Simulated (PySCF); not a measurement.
C2H3F2, SMILES C[C](F)F (connectivity only; charge and spin as stated), charge +1, multiplicity 1. Heavy atoms are numbered as in [CH3:1][C:2]([F:3])[F:4]. Hydrogens are named by the atom that carries them.

The structure is a stationary point at PBE-D3(BJ)/def2-SVP. The spin state was assumed, not searched. The isomer is the one that the SMILES or the coordinates give; other isomers of the formula were not compared.

These are PySCF with ωB97X/def2-TZVPD values and carry that method's errors.

Mulliken values depend strongly on the basis, most of all with diffuse functions as here. Atomic charges (e), one atom of each kind:

```csv
atom,IAO,Mulliken
C1 (CH3),?,-0.84
C2,?,0.85
F3,?,-0.06
H on C1,?,0.36
```

What belongs in the gaps? (An estimate is asked for; the answer gives what the named calculation found.)


- C1 (CH3), IAO: -0.49
- C2, IAO: 0.89
- F3, IAO: -0.08
- H on C1, IAO: 0.27
